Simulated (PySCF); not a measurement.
# Electric field gradients and quadrupole coupling constants

C₄H₇FO₂.
Geometry (GFN2-xTB, Å), atoms numbered from 1 in this order:
```
atom  x, y, z in Å
C1     2.1715   -0.1913   -0.6815
O2     1.0531   -0.7331   -0.0002
C3     0.1204    0.2044    0.3684
C4    -1.1565   -0.4233    0.9405
C5    -1.8329    0.2453   -0.2551
F6    -2.6843    1.2532    0.1081
O7    -0.6253    0.7523   -0.7391
H8     2.7068    0.5192   -0.0423
H9     1.8560    0.3132   -1.5977
H10    2.8150   -1.0342   -0.9202
H11    0.5738    1.0209    0.9539
H12   -1.4767   -0.0495    1.9073
H13   -1.1439   -1.5075    0.9162
H14   -2.3778   -0.3702   -0.9806
```

Field gradients from the PBE0/pcSseg-1 density (PySCF, non-relativistic), principal values in atomic units, ordered |Vxx| ≤ |Vyy| ≤ |Vzz|:

```
atom      Vxx      Vyy     Vzz
  O2  -0.0543  -1.8701  1.9244
  O7  -0.0035  -1.6538  1.6573
```

Q: Find the asymmetry η = (Vxx − Vyy)/Vzz and the couplings χ = eQV/h (234.96 MHz × Q in barn × V in au), with Q(17O) = −0.0256 b.

A: 
```csv
atom,environment,nucleus,η,χzz (MHz),χxx (MHz),χyy (MHz)
O2,ether oxygen,17O,0.94,-11.58,0.33,11.25
O7,cyclic ether oxygen,17O,1.00,-9.97,0.02,9.95
```

At O2 and O7 η is above 0.9: Vyy and Vzz are nearly equal in size and opposite in sign, so a small change could swap them and flip the sign of χzz. The tensor is traceless: Vxx + Vyy + Vzz = 0.

Q: What is Vzz at O2 in SI units (1 au = 9.71736 × 10²¹ V/m²)?

A: 1.9244 au = 18.700 × 10²¹ V/m².

Q: What couplings would deuterons (Q(2H) = 0.00286 b) have in place of the hydrogens, at this geometry?

A: 
```csv
atom,bonded to,bond length (Å),Vzz (au),η,χzz (kHz)
H8,C1,1.095,0.2918,0.09,196
H9,C1,1.092,0.2935,0.07,197
H10,C1,1.087,0.3082,0.07,207
H11,C3,1.102,0.2725,0.04,183
H12,C4,1.085,0.3159,0.01,212
H13,C4,1.085,0.3159,0.01,212
H14,C5,1.096,0.2811,0.04,189
```

The structure is a single GFN2-xTB conformer in the gas phase; no vibrational or solvent corrections. GFN2-xTB bond lengths can be off by several hundredths of an ångström, more for odd bonds, and the gradients follow them. A larger basis could move these couplings by a tenth or more.

These values come from a run that also computed NMR shieldings. The run took 16 s wall on one thread of an Arm Neoverse V2, no GPU, shared host with 96 logical CPUs at a one-minute load of 44, and the process peaked at 0.72 GiB of memory.
